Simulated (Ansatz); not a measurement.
System: C3H11Si3, net charge -1, singlet state. It need not be the lowest isomer of its formula. Whether it binds its extra electron was not tested at this geometry. 
Coordinates optimised at B3LYP-D3(BJ)/def2-TZVP (Ansatz, a first-principles code):
SMILES: [CH-]1[SiH2]C[SiH2]C[SiH2]1
```xyz
17

C     -0.7074     1.4070    -0.7527
Si     1.0556     1.4316    -0.4986
C      1.7675    -0.3295    -0.2864
Si     0.7102    -1.3793     0.8374
C     -1.0353    -1.4859     0.1860
Si    -1.8315     0.2403    -0.0121
H     -1.1502     2.3011    -1.1908
H      1.8178     2.0850    -1.6265
H      1.6553     2.1520     0.6988
H      1.7970    -0.8093    -1.2702
H      2.7938    -0.2770     0.0904
H      1.3042    -2.7511     1.0028
H      0.7063    -0.8065     2.2162
H     -1.6516    -2.1113     0.8396
H     -1.0013    -1.9639    -0.7986
H     -2.3917     0.4822     1.3809
H     -3.1080     0.0525    -0.7964
```
Charge -1, spin multiplicity 1.

Total electronic energies in hartree. Cores are frozen in the correlated levels unless marked. No spin-orbit coupling. Non-relativistic. 

```csv
level,program,energy (Eh)
HF/aug-cc-pV(D+d)Z,Ansatz,-986.84816
SVWN5/def2-TZVPD,Ansatz,-984.92176
PBE-D3(BJ)/def2-TZVPD,Ansatz + dftd3,-988.92306
PBE-D4/def2-TZVPD,Ansatz + dftd4,-988.92579
BLYP-D3(BJ)/def2-TZVPD,Ansatz + dftd3,-989.47526
B3LYP-D4/def2-TZVPD,Ansatz + dftd4,(withheld)
LC-wPBE-D3(BJ)/def2-TZVPD,Ansatz + dftd3,-989.21046
LC-wPBE/def2-TZVPD,Ansatz,-989.19031
B2GP-PLYP-D3(BJ)/def2-TZVPD,Ansatz + dftd3,-988.91210
MP2/cc-pV(D+d)Z,Ansatz,-987.57438
CCSD/aug-cc-pV(D+d)Z,Ansatz,-987.71479
CCSD(T)/STO-3G,Ansatz,(withheld)
CCSD(T)/6-31G,Ansatz,(withheld)
CCSD(T)/6-31G*,Ansatz,-987.49233
```

Fill in the missing entries.


- B3LYP-D4/def2-TZVPD, energy (Eh): -989.64019
- CCSD(T)/STO-3G, energy (Eh): -975.64017
- CCSD(T)/6-31G, energy (Eh): -987.08209
